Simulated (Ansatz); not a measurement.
Consider the hydrogenolysis of a B–Si bond: `CB([SiH3])S` + H₂ → `CBS` + SiH₄.

Computed with Ansatz on PBE0-D4/def2-TZVP structures; ΔE is electronic, products minus reactants. CBS: MP2 limit from def2 TZ/QZ plus the TZ coupled-cluster correction, frozen cores. This one scheme is used for every species. Functionals use def2-TZVPP. B3LYP here is the variant with VWN-RPA as its local correlation; programs differ in this. One conformer a species, not always the lowest.

```json
{"level": "B3LYP-D4", "ΔE (kcal/mol)": "-8.5"}
{"level": "PBE-QIDH", "ΔE (kcal/mol)": "-8.9"}
{"level": "HF/def2-TZVPP", "ΔE (kcal/mol)": "-16.9"}
{"level": "HF/def2-QZVPP", "ΔE (kcal/mol)": "-17.0"}
```

**Question.** What does CCSD(T)/CBS give? (Estimate.)

**Answer.** Ansatz gave: -8.1 kcal/mol. The listed levels differ from it by -0.4, -0.8, -8.8, -8.9 kcal/mol.

Largest T1 diagnostic among the species: 0.014.

In def2-TZVPP, CCSD(T) changes the Hartree–Fock value by +8.0 kcal/mol (the triples alone add +1.5 kcal/mol) and MP2 by +8.4 kcal/mol. At CCSD(T), def2-SVP lies −2.2 kcal/mol from the extrapolated value and def2-TZVPP −0.8 kcal/mol. The D4 term adds +2.9 kcal/mol with B3LYP and +1.6 kcal/mol with PBE0; it sums over pairs of atoms, weighted by their polarisabilities, and B3LYP, whose exchange is more repulsive, gets the larger term.
